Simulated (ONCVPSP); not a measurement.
Transferability test, ONCV potential for Ce (Z = 58)

cerium, optimised norm-conserving Vanderbilt (ONCV), made with ONCVPSP 4.0.1 (PBEsol, scalar-relativistic). Core [Kr] 4d10, reference 4f1 5s2 5p6 5d1.5 6s1.5. Waves: 5s+6s: rc 2.90 bohr, ncon 3, nbas 7, qcut 3.4 1/bohr, 2 projectors; 5p: rc 3.00 bohr, ncon 4, nbas 8, qcut 4.7 1/bohr, 2 projectors, debl 3 Ha; 5d: rc 2.75 bohr, ncon 5, nbas 8, qcut 3.7 1/bohr, 2 projectors, debl 1.3 Ha; 4f: rc 1.85 bohr, ncon 4, nbas 8, qcut 9.5 1/bohr, 2 projectors, debl 2.2 Ha. Local part: polynomial inside 1.20 bohr (lpopt 4, dvloc0 0 Ha). Core correction: Teter function fitted to the true core (icmod 2), fcfact 0.45.

Energies are relative to the spin-unpolarised reference configuration 4f1 5s2 5p6 5d1.5 6s1.5; without spin polarisation the order of configurations can differ from experiment.

```tsv
valence configuration	charge	ΔE all-electron (eV)	error AE − PS (meV)
4f1 5s2 5p6 5d1 6s1	+1	5.700	-0.9
4f1 5s2 5p6 5d1 6s0	+2	16.738	-3.8
```

Problem. What are ΔE and the potential's error for 4f1 5s2 5p6 5d1 6s2?

Solution. ΔE = -0.403 eV all-electron; the error (AE − PS) is -0.9 meV.

Problem. What are ΔE and the potential's error for 4f1 5s2 5p6 5d0 6s0?

Solution. ΔE = 35.875 eV all-electron; the error (AE − PS) is +3.9 meV.

Note: ghosts flagged at negative energy: s at -8.2 eV; GHOST(+) flagged for p at 101.5 eV. A true bound ghost makes a file unfit for plane-wave use.
